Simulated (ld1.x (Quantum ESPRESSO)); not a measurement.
What one change does to a pseudopotential (manganese, ultrasoft)

```json
{"Element": "Mn (Z = 25)", "Generator": "ld1.x (Quantum ESPRESSO) 7.5", "Type": "ultrasoft", "Functional": "PBE", "Relativity": "scalar-relativistic", "Frozen core": "[Ne] 3s2", "Valence charge": "13", "Reference configuration": "3p6 3d5 4s0.5 4p0 (charge +1.5)", "Partial waves": "4s (bound): rcut 1.80, rcutus 2.35 bohr; 4s channel at -0.6 Ry: rcut 1.80, rcutus 2.35 bohr; 3p (bound): rcut 1.40, rcutus 1.50 bohr; 4p (bound, empty): rcut 1.40, rcutus 1.50 bohr; 3d (bound): rcut 1.30, rcutus 1.50 bohr; 3d channel at -0.95 Ry: rcut 1.30, rcutus 1.50 bohr", "Local potential": "all-electron potential smoothed inside 1.15 bohr (lloc = -2)", "Core correction": "a·sin(br)/r model core inside 0.80 bohr", "Augmentation charge": "PSQ, inside the norm-conserving radii"}
```

Change: local potential all-electron potential smoothed inside 1.70 bohr (lloc = -2).

Cutoffs: the cutoffs (Ry, on a coarse ladder) from which the occupation-weighted sum of valence levels, in a spherical-Bessel basis at the reference potential, stays within 10 and 1 mRy of its value at 400 Ry; they do not see the model core or the augmentation charge, which bear on the density cutoff. Errors are all-electron minus pseudo energies relative to the spin-unpolarised reference configuration.

**Question.** What does the change do?

**Answer.** The potential gets neither clearly harder nor softer (50 Ry and 80 Ry → 50 Ry and 80 Ry); the bound ghost in s disappears; of the 7 tests that both files solve, the error grows in 2 and shrinks in 0 by more than 15 % and 0.3 meV (median size 1.3 → 2.0 meV); the range in which the s phases agree narrows (upper end 4.0 → 2.5). A state that the projectors do not describe sees the local part alone, so a deeper or shallower local part can create or remove a ghost.

```csv
quantity,base,changed
"cutoff, loose",50 Ry,50 Ry
"cutoff, tight",80 Ry,80 Ry
bound ghosts,s,none
"error for 3p6 3d5 4s2 4p0, meV [ΔE -15.27 eV]",+1.3,+2.4
"error for 3p6 3d5 4s1 4p0, meV [ΔE -6.85 eV]",+0.6,+0.7
"error for 3p6 3d5 4s0 4p0, meV [ΔE 8.75 eV]",-0.7,-0.7
"error for 3p6 3d6 4s0 4p0, meV [ΔE -8.46 eV]",+1.7,+2.0
"error for 3p6 3d5 4s1 4p1, meV [ΔE -11.41 eV]",-0.9,-0.9
"error for 3p6 3d5 4s0 4p1, meV [ΔE -2.11 eV]",-3.6,-3.9
"error for 3p6 3d4 4s0 4p0, meV [ΔE 41.27 eV]",+12,+11
s: phases at 2.55 bohr within 0.05 rad from the reference energy up to (Ry; the scan ends near 5),4.0,2.5
p: phases at 2.55 bohr within 0.05 rad from the reference energy up to (Ry; the scan ends near 5),4.7,to the end of the scan
d: phases at 2.55 bohr within 0.05 rad from the reference energy up to (Ry; the scan ends near 5),to the end of the scan,to the end of the scan
lowest overlap eigenvalue by channel,"s 0.33, p 0.13, d 0.95","s 0.42, p 0.11, d 0.96"
```

 A true bound ghost makes a file unfit for plane-wave use even where its test errors are small: the radial tests pick states by their node count and pass the ghost by.
